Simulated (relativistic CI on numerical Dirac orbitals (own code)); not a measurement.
# d4 in a ligand field

Computed with a parametric ligand-field model of a d^n configuration (Racah B and C, spin-orbit zeta, crystal field), exact diagonalisation.

Field parameters in Wybourne normalisation: Oh B⁴₀ = 21Dq, B⁴₄ = √(5/14) B⁴₀. The field is a parameter set, without covalency.

B = 420 cm⁻¹, C = 1870 cm⁻¹ (C/B = 4.45), Oh, no spin-orbit coupling. Tanabe-Sugano data, E/B above the lowest term (Δ = |10Dq|; b, c mark the second and third term of a kind):

| Δ/B | 5E | 5T2 | 3T1 | 3E | 3T2 | 1T2 | 1E | 1A1 |
| --- | --- | --- | --- | --- | --- | --- | --- | --- |
| 1.0 | 0.00 | 1.00 | 21.71 | 21.99 | 22.59 | 32.61 | 32.53 | 33.67 |
| 5.0 | 0.00 | 5.00 | 19.48 | 22.40 | 24.14 | 30.71 | 30.88 | 34.35 |
| 9.0 | 0.00 | 9.00 | 16.25 | 22.58 | 24.59 | 27.77 | 28.45 | 33.53 |
| 13.0 | 0.00 | 13.00 | 12.72 | 22.69 | 24.80 | 24.50 | 25.53 | 32.13 |
| 17.0 | 0.00 | 17.00 | 9.05 | 22.76 | 24.93 | 21.06 | 22.29 | 30.35 |
| 21.0 | 0.00 | 21.00 | 5.30 | 22.80 | 25.01 | 17.51 | 18.85 | 28.25 |
| 25.0 | 0.00 | 25.00 | 1.50 | 22.83 | 25.07 | 13.88 | 15.28 | 25.89 |
| 29.0 | 2.33 | 31.33 | 0.00 | 25.19 | 27.45 | 12.53 | 13.94 | 25.62 |
| 33.0 | 6.20 | 39.20 | 0.00 | 29.08 | 31.35 | 12.67 | 14.07 | 26.68 |
| 37.0 | 10.09 | 47.09 | 0.00 | 32.98 | 35.27 | 12.80 | 14.17 | 27.60 |
| 41.0 | 13.99 | 54.99 | 0.00 | 36.90 | 39.20 | 12.91 | 14.25 | 28.39 |
| 45.0 | 17.91 | 62.91 | 0.00 | 40.82 | 43.13 | 13.01 | 14.32 | 29.07 |

The ground term changes from 5E to 3T1 between Δ/B = 25.0 and 29.0.
